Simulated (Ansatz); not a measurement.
Reaction (homolysis of the Br–In bond): `C[N](C)[InH][Br]` → Br• + `C[N](C)[InH]`•

Program: Ansatz. Geometries: PBE0-D4/def2-TZVP. ΔE: electronic, gas phase. CBS: MP2 limit from def2 TZ/QZ plus the TZ coupled-cluster correction, frozen cores. Functionals use def2-TZVPP. B3LYP here is the variant with VWN-RPA as its local correlation; programs differ in this. Open shells (•) are unrestricted, without spin–orbit coupling. Spin–orbit coupling would lower the free atoms: clearly for Br. def2 core potentials past Kr. For Br, In outer-core shells are correlated without core-valence functions, so the limit isn't a true one: a few kJ/mol of doubt a bond, and 10 to 20 or more in all where bonds break to atoms. Scalar relativity is left out up to krypton. One conformer a species, not always the lowest.

(1) What is ΔE at CCSD(T)/CBS? (Best estimate.)

(2) What do these levels give: PBE, PBE0, B3LYP, HF/def2-TZVPP, MP2/def2-TZVPP, HF/def2-QZVPP? (Best estimate.)

Largest T1 diagnostic among the species: 0.019.

Answers

(1) The calculation gave: +4.08 eV.

(2) Ansatz gave: PBE 3.77, PBE0 3.81, B3LYP 3.60, HF/def2-TZVPP 2.91, MP2/def2-TZVPP 4.04, HF/def2-QZVPP 2.90 eV.

In def2-TZVPP, CCSD(T) changes the Hartree–Fock value by +0.93 eV (the triples alone add +0.09 eV) and MP2 by +1.13 eV; breaking electron pairs costs correlation energy, which Hartree–Fock lacks. The D4 term adds +0.08 eV with B3LYP and +0.05 eV with PBE0; it sums over pairs of atoms, weighted by their polarisabilities, and B3LYP, whose exchange is more repulsive, gets the larger term. From PBE to PBE0 (25 % exact exchange), in def2-TZVPP and without D4, ΔE moves by +0.03 eV.
